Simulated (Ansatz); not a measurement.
Frontier orbitals of C2H4Zn (`C=[CH][ZnH]`).

```xyz
7

C     0.223   -0.635    0.995
C    -0.136   -0.461   -0.278
Zn   -0.198    1.256   -1.156
H     0.511    0.190    1.643
H     0.248   -1.618    1.464
H    -0.405   -1.365   -0.825
H    -0.243    2.633   -1.844
```

Total charge 0; spin multiplicity 1. For Zn the d shell is correlated and the shells below it are frozen. Scalar relativity is left out up to krypton. Geometry: relaxed with PBE0-D4/def2-TZVP. Basis def2-TZVPP, Ansatz 0.2.0.

```csv
functional,HOMO (eV),LUMO (eV),gap (eV)
PBE,-6.43,-1.70,4.73
PBE0,-7.61,-0.83,6.78
ωB97M-V,-9.81,0.76,10.57
```

From PBE to PBE0 the HOMO moves by −1.18 eV and the LUMO by +0.86 eV, and with ωB97M-V by −3.38 and +2.46 eV, so the gap grows from 4.74 to 10.57 eV with exact exchange. A positive LUMO is unbound and depends on the basis.
